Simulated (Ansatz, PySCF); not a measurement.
System: TeCl, charge 0, multiplicity 2. 
Geometry from a B3LYP-D3(BJ)/def2-TZVP (Ansatz, an electronic-structure program) optimisation:
```
Te
Cl 1 2.3399
```
Charge 0, spin multiplicity 2.

Dipole moments at this geometry, in debye (magnitudes).

```
level               program  dipole (D)
------------------  -------  ----------
SVWN5/def2-TZVPD     Ansatz        1.24
PBE/def2-TZVPD       Ansatz        1.30
revPBE/def2-TZVPD    Ansatz        1.32
M06-L/def2-TZVPD      PySCF        1.54
PBE0/def2-TZVPD       PySCF        1.53
BHLYP/def2-TZVPD     Ansatz        1.73
r2SCANh/def2-TZVPD   Ansatz        1.48
r2SCAN0/def2-TZVPD   Ansatz        1.57
MN15/def2-TZVPD       PySCF  (withheld)
CCSD(T)/def2-SVPD    Ansatz  (withheld)
```

Problem. What belongs in the gaps?

Solution. 
- MN15/def2-TZVPD, dipole (D): 1.77
- CCSD(T)/def2-SVPD, dipole (D): 1.62
